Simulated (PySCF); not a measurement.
Relaxation of triplet Ag(OH)3

Method: PySCF, UPBE0, basis Ag def2-SVP with ECP28, O def2-SVP, H def2-SVP (scalar-relativistic core potentials, no spin–orbit coupling, density fitting). A (50,194) grid was used.

A hand-made T-shaped (heavy-atom frame) start, with no symmetry imposed:

```xyz
7
charge 0 multiplicity 3, angstrom
Ag    0.0047    0.0000   -0.2242
O     0.0047    0.0000    1.6858
O     1.9135    0.0000   -0.1575
O    -1.9041    0.0000   -0.1575
H    -0.7307    0.0000    2.3029
H     2.5302   -0.7354   -0.1360
H    -2.5208    0.7354   -0.1360
```

(1) What forces act on the atoms at the start (eV/Å)?

(2) What does it relax to?

(3) How much energy is released, and in how many steps?

Results:

(1) 
```json
{"atom": "Ag1", "Fx": "-0.44", "Fy": "0.04", "Fz": "-2.67"}
{"atom": "O2", "Fx": "1.03", "Fy": "0.03", "Fz": "3.86"}
{"atom": "O3", "Fx": "1.33", "Fy": "0.69", "Fz": "-0.62"}
{"atom": "O4", "Fx": "-1.26", "Fy": "-0.70", "Fz": "-0.42"}
{"atom": "H5", "Fx": "-0.77", "Fy": "-0.04", "Fz": "-0.34"}
{"atom": "H6", "Fx": "-0.02", "Fy": "-0.52", "Fz": "0.13"}
{"atom": "H7", "Fx": "0.13", "Fy": "0.50", "Fz": "0.06"}
```

(2) It ends at C1 with Ag–O 1.965 Å, Ag–O 1.971 Å, Ag–O 2.167 Å, O–H 0.968 Å, O–H 0.973 Å (×2); Ag–O–H 100.9°, Ag–O–H 104.6°, Ag–O–H 113.1°, O–Ag–O 86.0°, O–Ag–O 94.9°, O–Ag–O 172.8°. No frequency check is given, so it may be a saddle point. Other isomers or separated fragments may lie lower.

(3) 86.9 kJ/mol in 54 steps.

Open d and f shells are described by one determinant, and the ground state may have another occupation or spin.
